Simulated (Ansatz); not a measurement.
Cl₂Ge (`[Cl][Ge][Cl]`), relaxed with RKS PBE-D4/def2-SVP in Ansatz from a rough embedded geometry. The force threshold is 0.03 eV/Å; the program also tests the step.

Total charge 0; spin multiplicity 1.

Start:

```xyz
3

Cl   -1.052   -0.153    1.509
Ge   -0.179   -0.679   -0.457
Cl    1.232    0.832   -1.052
```

Q: How much energy does the relaxation release, and in how many steps? (Best estimate.)

A: The calculation gave: 1.91 kcal/mol, in 3 steps.

Q: Which bonds change most? (Best estimate.)

A: Computed: Ge2–Cl3 from 2.151 to 2.214 Å; Cl1–Ge2 from 2.214 to 2.214 Å.

Q: Give the relaxed structure. (Estimate.)

A: Ansatz gave: 
```xyz
3

Cl   -0.986   -0.094    1.467
Ge   -0.216   -0.769   -0.496
Cl    1.203    0.862   -0.971
```
